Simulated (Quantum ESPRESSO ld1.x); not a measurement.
Question: The aim is the calcium ion Ca3+ in [Ne] 3s2 3p5. What will ld1.x (Quantum ESPRESSO 7.5) do with this input?

```
 &input
    zed=20.0,
    iswitch=1,
    rel=1,
    dft='PW',
    config='[Ne] 3s2 3p5 4p2',
    verbosity='high',
    prefix='ld1',
    max_out_wfc=37,
    file_charge='ld1.rho',
 /
```

Answer: Ran as typed. The string holds 19 electrons for Z = 20, so the species has charge 1 and is not the one meant. The run is valid for that other species.

Output (excerpt):

```
     Program LD1 v.7.5 starts

     --------------------------- All-electron run ----------------------------

     scalar relativistic calculation

     atomic number is 20.00
     dft =PW   lsd =0 sic =0 latt =0  beta=0.20 tr2=1.0E-14
     Exchange-correlation= PW
                           (   1   4   0   0   0   0   0)
     mesh =1951 r(mesh) =  99.90979 a.u. xmin = -8.00 dx = 0.00800
     1 Ry =  13.60569312 eV, c = 137.03599908

     n l     nl                  e(Ry)          e(Ha)          e(eV)
     1 0     1S 1( 2.00)    -290.895846865    -145.447923433  -3957.8396232
     2 0     2S 1( 2.00)     -31.764817063     -15.882408532   -432.1823531
     2 1     2P 1( 6.00)     -25.999705887     -12.999852943   -353.7440196
     3 0     3S 1( 2.00)      -4.639179806      -2.319589903    -63.1192568
     3 1     3P 1( 5.00)      -3.218070181      -1.609035090    -43.7840753
     4 1     4P 1( 2.00)      -0.608721373      -0.304360686     -8.2820762

     final scf error:  3.4E-15 reached in  23 iterations

     Etot =   -1354.289337 Ry,    -677.144669 Ha,  -18426.045123 eV

     Ekin =    1362.714314 Ry,     681.357157 Ha,   18540.672768 eV
     Encl =   -3197.752902 Ry,   -1598.876451 Ha,  -43507.644664 eV
     Eh   =     548.156203 Ry,     274.078101 Ha,    7458.045077 eV
     Exc  =     -67.406952 Ry,     -33.703476 Ha,    -917.118304 eV
```

Run on one thread of a shared host, so times are rough (Intel(R) Xeon(R) Processor @ 2.60GHz): 0.46 s of CPU time, 1 s wall, 23 iterations on 1951 mesh points, peak memory 30 MiB.
